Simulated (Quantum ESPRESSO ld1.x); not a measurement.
All-electron atom: Ne4+ in [He] 2s1 2p2 3s1 (not the ground configuration). Method: non-relativistic Kohn-Sham, LDA (Slater exchange, VWN5 correlation), spin-polarised, spherical densities, point nucleus; open shells are filled with parallel spins first; computed with ld1.x of Quantum ESPRESSO 7.5.

Normalised radial functions P(r) = r R(r), r in bohr:

```
   r/bohr * 2p down, o 3s up, + 3s down (the largest magnitude, 1.16, reaches the edge; | marks zero, & curves that meet)
 0.007079                             *&
 0.007918                             *&
 0.008857                             *&
 0.009986                             * &
  0.01117                             * &
  0.01249                             * &
  0.01409                             * &
  0.01576                             * &
  0.01762                             *  &
  0.01971                             *  &
  0.02222                             *  &
  0.02486                             |* +o
   0.0278                             |*  &
  0.03135                             |*  &
  0.03506                             |*  &
  0.03922                             |*  +o
  0.04387                             |*   &
  0.04946                             | *  &
  0.05532                             | *  +o
  0.06188                             |  * +o
  0.06977                             |  *  &
  0.07804                             |   * &
  0.08728                             |    *&
  0.09763                             |    +&
   0.1101                             |    & *
   0.1231                             |    &  *
   0.1377                             |   &    *
   0.1553                             |  &       *
   0.1737                             | &         *
   0.1943                             |&            *
   0.2173                            o+               *
    0.245                           & |                 *
    0.274                         &   |                   *
   0.3065                       o+    |                     *
   0.3456                     o+      |                       *
   0.3865                    &        |                        *
   0.4323                   &         |                         *
   0.4836                  o+         |                          *
   0.5452                  o+         |                          *
   0.6098                   o+        |                         *
   0.6821                     &       |                        *
   0.7691                       +o    |                      *
   0.8602                          +o |                    *
   0.9621                             |+o                *
    1.076                             |    + o        *
    1.213                             |        + o *
    1.357                             |         *  + o
    1.518                             |      *        +o
    1.712                             |    *            +o
    1.914                             |  *              +o
    2.141                             | *               &
    2.395                             |*              &
      2.7                             |*          o+
     3.02                             *        o +
    3.378                             *     o +
    3.809                             *   o+
    4.261                             * o+
    4.766                             *o+
     5.33                             &+
     6.01                             &
    6.722                             &
```

2p down (empty): eigenvalue -111.31 eV, 0 radial nodes, <r> = 0.694 bohr, 90 % of the charge inside 1.15 bohr. 3s up: eigenvalue -48.009 eV, 2 radial nodes at r = 0.209, 0.900 bohr, <r> = 1.97 bohr, 90 % of the charge inside 2.86 bohr. 3s down (empty): eigenvalue -42.906 eV, 2 radial nodes at r = 0.209, 0.932 bohr, <r> = 2.09 bohr, 90 % of the charge inside 3.05 bohr.
